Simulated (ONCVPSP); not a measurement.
# Before and after: ONCV potential for Ni

ONCVPSP 4.0.1 input, shortened (lines: element, Z, core and valence counts, functional; n l f; lmax; l rc ep ncon nbas qcut; lloc lpopt rc5 dvloc0; l nproj debl; icmod fcfact rcfact), PBE, scalar-relativistic:

```
  Ni 28.00    3    4        4      upf
    1    0    2.00
    2    0    2.00
    2    1    6.00
    3    0    2.00
    3    1    6.00
    3    2    9.00
    4    0    1.00
    2
    0    1.35    0.00    5    8    7.30
    1    0.80    0.00    4    7   10.00
    2    0.95    0.00    4    9   17.60
    4    1    0.50    4.00
    0    2    2.70
    1    2    3.20
    2    2    1.60
    0    0.00    0.00
```

Change: p: ncon 5, nbas 8.

Cutoffs: the cutoffs (Ha) at which the residual kinetic energy of the hardest occupied pseudo-wave falls to 1 and 0.1 mHa per electron; they do not see the model core or the augmentation charge, which bear on the density cutoff. Errors are all-electron minus pseudo energies relative to the spin-unpolarised reference configuration.

Predict the effect on cutoff, ghosts and configuration errors.

The potential gets harder (110 Ha and 209 Ha → 202 Ha and 283 Ha); the errors of the 3 common tests hardly move; neither file shows a bound ghost.

| quantity | base | changed |
| --- | --- | --- |
| cutoff, loose | 110 Ha | 202 Ha |
| cutoff, tight | 209 Ha | 283 Ha |
| loose cutoff by channel | s 24 Ha, p 61 Ha, d 110 Ha | s 24 Ha, p 202 Ha, d 110 Ha |
| bound ghosts | none | none |
| GHOST(+) flags under 300 eV | s at 251.2 eV | s at 251.2 eV |
| tests with a reliable result | 3 of 4 | 3 of 4 |
| error for 3s2 3p6 3d8 4s2, meV [ΔE 1.60 eV] | +4.5 | +4.6 |
| error for 3s2 3p6 3d8 4s1, meV [ΔE 10.92 eV] | +1.5 | +1.5 |
| error for 3s2 3p6 3d8 4s0, meV [ΔE 28.27 eV] | -1.1 | -1.1 |
| s: phases at 1.37 bohr within 0.05 rad from the reference energy up to (Ha; the scan ends near 5) | to the end of the scan | to the end of the scan |
| p: phases at 0.81 bohr within 0.05 rad from the reference energy up to (Ha; the scan ends near 5) | to the end of the scan | to the end of the scan |
| d: phases at 0.97 bohr within 0.05 rad from the reference energy up to (Ha; the scan ends near 5) | to the end of the scan | to the end of the scan |
